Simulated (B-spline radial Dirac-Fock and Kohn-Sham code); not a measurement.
## Two-hole binding energies of Nb⁺

System: niobium as Nb⁺, configuration 1s2 2s2 2p6 3s2 3p6 3d10 4s2 4p6 4d2 5s2 (not the ground configuration).

Calculated with a B-spline atomic structure program, using relaxed Dirac-Fock hole states (ΔSCF) with Breit and QED corrections and a finite nucleus. U is the two-hole binding energy less the two single-hole energies, the effective repulsion of the holes after relaxation. Each two-hole energy is an average over J within one jj subconfiguration.

| holes | E(a) (eV) | E(b) (eV) | E(ab) (eV) | U (eV) |
| --- | --- | --- | --- | --- |
| 1s⁻¹ 2p1/2⁻¹ | 19006.6 | 2487.5 | 21664.9 | 170.8 |
| 1s⁻¹ 2p3/2⁻¹ | 19006.6 | 2393.2 | 21561.2 | 161.4 |
| 1s⁻¹ 3d3/2⁻¹ | 19006.6 | 228.3 | 19277.5 | 42.7 |
| 1s⁻¹ 3d5/2⁻¹ | 19006.6 | 225.5 | 19274.3 | 42.2 |
| 2s⁻¹ 2p3/2⁻¹ | 2725.3 | 2393.2 | 5209.8 | 91.3 |
| 2p1/2⁻² | 2487.5 | 2487.5 | 5098.6 | 123.7 |
| 2s⁻¹ 3p1/2⁻¹ | 2725.3 | 402.8 | ? | ? |
| 2s⁻¹ 3p3/2⁻¹ | 2725.3 | 387.1 | 3154.4 | 42.0 |
| 2p1/2⁻¹ 3s⁻¹ | 2487.5 | 493.0 | 3022.9 | 42.4 |
| 2p3/2⁻¹ 3s⁻¹ | 2393.2 | 493.0 | 2928.5 | 42.3 |
| 3p1/2⁻¹ 3p3/2⁻¹ | 402.8 | 387.1 | 823.2 | 33.3 |
| 3p3/2⁻² | 387.1 | 387.1 | 808.0 | 33.8 |
| 3d3/2⁻² | 228.3 | 228.3 | 491.9 | 35.3 |
| 3d3/2⁻¹ 3d5/2⁻¹ | 228.3 | 225.5 | 489.7 | 35.9 |

Problem. Give the missing two-hole energy and U.

Solution. E(ab) = 3171.0 eV and U = 42.9 eV.
